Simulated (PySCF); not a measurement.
## tetramethylsilane: bond dissociation enthalpies at several levels

Structure: `C[Si](C)(C)C` (C4H12Si). Numbering: `[CH3:1][Si:2]([CH3:3])([CH3:4])[CH3:5]`

All levels share the PBE0-D3(BJ)/def2-SVP structures and the GFN2-xTB thermal terms; only the single-point energies (PySCF) change. Values are bond dissociation enthalpies (298 K, kJ/mol).

```jsonl
{"level": "r2SCAN-D3(BJ)/cc-pVDZ", "C1–Si2": "351", "C1–H": "402", "time": "68 s"}
{"level": "B3LYP-D3(BJ)/def2-SVPD (grid 2)", "C1–Si2": "370", "C1–H": "415", "time": "34 s"}
{"level": "M06-2X/def2-TZVP", "C1–Si2": "379", "C1–H": "418", "time": "–"}
{"level": "CAM-B3LYP-D3(BJ)/def2-SVP (grid 2)", "C1–Si2": "379", "C1–H": "418", "time": "22 s"}
```

Times are wall times for all single points of a level on 1 thread of Arm Neoverse V1, a shared host; the dash marks the run that also made the structures. r2SCAN ran on a slower path of this set-up, which computes the density-fitting integrals anew in every SCF cycle while the other levels store them. So the times needn't show the usual order of cost, and those levels read slower than they are.

The widest spread is that of C1–Si2: 28 kJ/mol, from 351 to 379.
